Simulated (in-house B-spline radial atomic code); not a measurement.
## TDHF excitations of Tl II (Tl+)

Method: TDHF. Computed with a B-spline radial code for spherical atoms: linear response of the closed shell [Xe] 4f14 5d10 6s2 with bare exchange (time-dependent Hartree-Fock); scalar-relativistic (spin-free one-electron X2C), finite nucleus, no spin-orbit coupling, no double excitations, S, P, D and F terms only; shells from n = 4 respond. Only terms of natural parity with L up to 3 were computed.

Spin-orbit coupling is strong here, so these LS terms don't match observed levels.

Command:
```bash
python run_td.py task.json out
```
Settings (radii: box in bohr, nucleus in fm):
```
Z                        81
electrons                80
configuration            [Xe] 4f14 5d10 6s2
hamiltonian              x2c
method                   hf
box_radius               41.61
rms_radius               5.4759
intervals                74
```

Cost of the run: 7.2 s on 1 thread of Arm Neoverse N1, on a shared host.

The lowest states, in the order of their Tamm-Dancoff energies; the method's threshold (minus the highest occupied level) is 18.715 eV. Labels give the largest channel, * marks a mixed state, and oscillator strengths are full-response dipole values. Measured ¹D terms are left out, since they can mix with doubly excited terms. Energies in eV:

| state | full response | Tamm-Dancoff | oscillator strength | measured (J-weighted term) |
| --- | --- | --- | --- | --- |
| 6s → 6p 3P | ? | ? | - | ? |
| 6s → 6p 1P | 8.193 | 8.434 | 1.53 | 9.381 |
| 6s → 7s 3S | 11.519 | 11.536 | - | 13.047 |
| 6s → 7s 1S | 12.042 | 12.068 | - | 13.390 |
| 6s → 6d 3D | 12.947 | 12.954 | - | 14.452 |
| 6s → 6d 1D | 13.209 | 13.216 | - | - |
| 6s → 7p 3P | ? | ? | - | ? |
| 6s → 7p 1P | 13.692 | 13.720 | 0.00102 | - |
| 6s → 8s 3S | 14.923 | 14.927 | - | - |
| 6s → 8s 1S | 15.076 | 15.085 | - | - |
| 6s → 5f 3F | 15.223 | 15.238 | - | 16.885 |
| 6s → 5f 1F | 15.298 | 15.299 | - | - |
| 5d → 6p 3P | 15.298 | 15.421 | - | - |
| 6s → 7d 3D | 15.483 | 15.485 | - | - |
| 6s → 7d 1D | 15.581 | 15.584 | - | - |
| 6s → 8p 3P | 15.747 | 15.753 | - | - |
| 6s → 8p 1P | 15.763 | 15.769 | 0.0175 | - |
| 5d → 6p 3F | 15.678 | 15.813 | - | - |
| 5d → 6p 1F | 16.251 | 16.303 | - | - |

Question: Where does 6s → 7p 3P lie?

Answer: At 13.397 eV in full response, 13.435 eV in Tamm-Dancoff; measured 14.992 eV.

Question: Where does 6s → 6p 3P lie?

Answer: At 5.261 eV in full response, 5.740 eV in Tamm-Dancoff; measured 7.098 eV.

Question: How large is the singlet-triplet splitting of 6s → 6p (P terms) in Tamm-Dancoff?

Answer: 2.69 eV, from the unrounded values.

Question: What polarisabilities and dispersion coefficient does the method give?

Answer: Dipole 24.08 bohr³, quadrupole 108.9 bohr⁵, C6 195 hartree·bohr⁶ for two such species.
